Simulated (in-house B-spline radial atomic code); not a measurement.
RPA and G0W0 for Ne³⁺, [He] 2s2 2p3, highest spin, as one setting changes: the share of exact exchange in the PBE hybrid start. A dash marks a level of low quasi-particle weight. Computed with an all-electron radial atomic-structure program (B-spline basis): all electrons, non-relativistic, point nucleus, each spin shell either full or empty, empty states to l = 9 with an (l + 1/2)⁻⁴ tail; G0W0 by contour deformation at full frequency.

```tsv
share of exact exchange in the PBE hybrid start	mean-field level (eV)	G0W0 level (eV)	RPA correlation (Eh)
0	-83.74	2p up -96.73	-0.36613
0.1	-85.29	2p up -96.89	-0.35916
0.2	?	?	?
0.3	-88.39	2p up -97.15	-0.34673
0.4	-89.95	2p up -97.26	-0.34112
0.5	-91.50	2p up -97.35	-0.33583
0.6	-93.06	2p up -97.43	-0.33083
0.7	-94.62	2p up -97.51	-0.32608
0.8	?	?	?
0.9	-97.75	2p up -97.63	-0.31725
1	-99.31	2p up -97.69	-0.31312
```

Problem. What belongs in the row for 0.8?

Solution. mean-field level (eV): -96.18; G0W0 level (eV): 2p up -97.57; RPA correlation (Eh): -0.32157.

Problem. What belongs in the row for 0.2?

Solution. mean-field level (eV): -86.84; G0W0 level (eV): 2p up -97.03; RPA correlation (Eh): -0.35273.

Problem. At what share of exact exchange does G0W0 leave the highest level unchanged?

Solution. Near 0.89, where the shift changes sign (-1.391 eV at 0.8, +0.112 eV at 0.9).
